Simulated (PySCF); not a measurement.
## Electron correlation in N (nitrogen, neutral)

[He] 2s2 2p3, high-spin 4S determinant. All numbers are calculated (PySCF 2.14, scalar relativity by spin-free X2C-1e, in aug-cc-pCVQZ-DK). Frozen: nothing; 7 electrons correlated.

MP2 pair energies summed by pair of shells (mhartree):

```json
{"pair": "2s-2p", "energy": "-68.74", "share (%)": "42.9"}
{"pair": "1s-1s", "energy": "-39.17", "share (%)": "24.5"}
{"pair": "2p-2p", "energy": "-24.54", "share (%)": "15.3"}
{"pair": "2s-2s", "energy": "-12.36", "share (%)": "7.7"}
{"pair": "1s-2p", "energy": "-9.59", "share (%)": "6.0"}
{"pair": "1s-2s", "energy": "-5.74", "share (%)": "3.6"}
```

Total MP2 correlation energy: -160.15 mhartree.

Same-spin part -37.03 and opposite-spin part -123.11 mhartree; SCS-MP2 scales them by 1/3 and 6/5 to -160.08 mhartree.
